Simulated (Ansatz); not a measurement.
Consider the ligand exchange at the Si–C bond: `CNC([SiH3])S` + `O[Si](O)(Cl)Cl` → `O[Si](Cl)(Cl)O[SiH3]` + `CNCS`.

Calculated with Ansatz (gas phase, PBE0-D4/def2-TZVP geometries, no zero-point term in ΔE). CCSD(T)/CBS adds triple-zeta CCSD(T) − MP2 to the extrapolated MP2 energy (def2 sets, frozen cores). DFT in def2-TZVPP. One conformer a species, not always the lowest.

`CNC([SiH3])S`:

Cartesian coordinates in Å:
```
C -1.149 -1.518 0.042
N -0.926 -0.215 -0.552
C 0.468 0.186 -0.552
Si 1.023 0.878 1.124
S 0.789 1.451 -1.803
H -0.550 -2.321 -0.417
H -2.204 -1.779 -0.048
H -0.906 -1.491 1.107
H -1.268 -0.198 -1.506
H 1.151 -0.628 -0.855
H 2.497 1.056 1.114
H 0.348 2.184 1.330
H 0.663 -0.033 2.247
H 0.062 2.427 -1.231
```

`O[Si](O)(Cl)Cl`:

Z-matrix (Å, degrees):
```
Si
O 1 1.615
Cl 1 2.026 2 106.6
O 1 1.622 2 109.0 3 121.4
Cl 1 2.044 2 111.9 3 -117.9
H 2 0.959 1 117.8 3 -173.1
H 4 0.959 1 118.4 2 167.9
```

`O[Si](Cl)(Cl)O[SiH3]`:

Z-matrix (Å, degrees):
```
Si
Cl 1 2.039
Cl 1 2.039 2 107.2
O 1 1.616 2 111.0 3 121.4
O 1 1.597 2 110.4 3 -120.2
H 4 0.958 1 118.4 2 -59.1
Si 5 1.645 1 148.9 2 60.9
H 7 1.483 5 109.4 1 -62.6
H 7 1.481 5 107.4 1 177.7
H 7 1.483 5 109.5 1 57.9
```

`CNCS`:

Z-matrix (Å, degrees):
```
C
N 1 1.446
H 1 1.091 2 109.5
H 1 1.103 2 114.1 3 -121.5
H 1 1.093 2 109.5 3 117.8
C 2 1.436 1 113.1 3 177.7
H 2 1.012 1 111.3 3 53.7
S 6 1.819 2 108.1 1 175.4
H 6 1.101 2 114.7 1 -63.8
H 6 1.093 2 108.4 1 56.7
H 8 1.341 6 96.6 2 144.8
```

CCSD(T)/CBS gives -110.4 kJ/mol.

Task: Another level gave -116.2 kJ/mol. Which?
A. r2SCAN-D4/def2-TZVPP
B. HF/def2-TZVPP
C. PBE/def2-TZVPP
D. CCSD/def2-TZVPP

Result: D. CCSD/def2-TZVPP -116.2, PBE -96.5, r2SCAN-D4 -108.0, HF/def2-TZVPP -145.9 kJ/mol.

Largest T1 diagnostic among the species: 0.011.

From PBE to PBE0 (25 % exact exchange), in def2-TZVPP and without D4, ΔE moves by −7.5 kJ/mol. In def2-TZVPP, CCSD(T) changes the Hartree–Fock value by +35.6 kJ/mol (the triples alone add +5.8 kJ/mol) and MP2 by +36.6 kJ/mol.
